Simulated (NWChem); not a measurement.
**Correlation energy of Pb**

```xyz
1

Pb     0.0000     0.0000     0.0000
```
Charge 0, spin multiplicity 3.

Program: NWChem.

Basis set: def2-SVP. Each correlation energy counts from its own Hartree-Fock reference.

Effective core potentials replace the inner electrons of Pb; spin-orbit coupling is left out. The correlated methods keep 4 core orbitals frozen. The stability of the SCF solutions was not checked. Open-shell Hartree-Fock references start from PBE0 orbitals. No row is a measurement; the coupled-cluster row has its own basis-set and correlation limits.

Q: For the correlation energy, UMP2 gives -55.2 mHa and SCS-UMP2 gives -53.2 mHa. What do CCSD on UHF, CCSD[T] on UHF, CCSD(T) on UHF give?

A: CCSD on UHF: -67.6 mHa; CCSD[T] on UHF: -69.1 mHa; CCSD(T) on UHF: -69.0 mHa.
